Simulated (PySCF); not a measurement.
BGeH6NO2, SMILES OB(O)[NH][GeH3]. Atoms are numbered in the order given.

```xyz
11

Ge    -0.0032    -1.3505     0.0000
N      0.7799     0.3196     0.0000
B      0.0179     1.5198     0.0000
O     -1.3462     1.3898     0.0000
O      0.5458     2.7886     0.0000
H     -0.8619    -1.5491     1.2599
H     -0.8619    -1.5491    -1.2599
H      1.1671    -2.3541     0.0000
H      1.7910     0.3476     0.0000
H     -1.7830     2.2459     0.0000
H      1.5053     2.8097     0.0000
```
Charge 0, spin multiplicity 1.

Geometry: PBE0-D3(BJ)/def2-SVP. The structure was generated by enumeration, and PubChem lists no compound with its InChIKey, so it may never have been made. Other conformers were not sampled.

The numbers are results of PBE0/pcSseg-1 in PySCF, not measurements.

GIAO shieldings, no solvent; atoms listed in one row are averaged. δ = σ(ref) − σ: ⁷³Ge against GeH4 (σ = 1658.3 ppm); ¹⁵N against NH3 (σ = 267.4 ppm); ¹¹B against BF3 (σ = 88.8 ppm); ¹⁷O against H2O (σ = 334.2 ppm); ¹H against TMS (σ = 31.56 ppm), references at their B3LYP-D3(BJ)/def2-TZVP geometries, non-relativistic.

| nucleus | atoms | count | δ (ppm) |
|---|---|---|---|
| ⁷³Ge | Ge1 | 1 | 172.7 |
| ¹⁵N | N2 | 1 | 33.7 |
| ¹¹B | B3 | 1 | 9.4 |
| ¹⁷O | O5 | 1 | 86.7 |
| ¹⁷O | O4 | 1 | 81.1 |
| ¹H | H6, H7, H8 | 3 | 4.96 |
| ¹H | H10 | 1 | 3.01 |
| ¹H | H11 | 1 | 2.66 |
| ¹H | H9 | 1 | 0.70 |
